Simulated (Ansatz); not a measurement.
```xyz
11

C     1.332    0.068    0.655
C     0.051    0.405   -0.052
C    -1.158   -0.361    0.236
Sb   -0.481   -0.840   -1.807
H     2.200    0.482    0.139
H     1.321    0.467    1.676
H     1.474   -1.014    0.731
H    -0.095    1.456   -0.279
H    -1.073   -1.208    0.908
H    -2.117    0.142    0.260
H    -1.455    0.405   -2.468
```

Total charge 0; spin multiplicity 1. Sb: def2 effective core potential.

List the ωB97M-V/def2-TZVPP orbital energies in eV (the Gaussian-basis code of Ansatz). (Estimate.)

Computed: Occupied: -282.15, -281.86, -281.43, -159.12, -110.64, -110.49, -110.47, -38.04, -37.96, -37.92, -37.80, -37.78, -25.31, -22.28, -18.74, -17.42, -15.89, -14.40, -14.09, -13.06, -12.54, -10.82, -9.48, -8.04. Lowest empty: 1.26, 1.47, 2.45, 3.23, 3.41, 4.01, 4.57, 4.86.
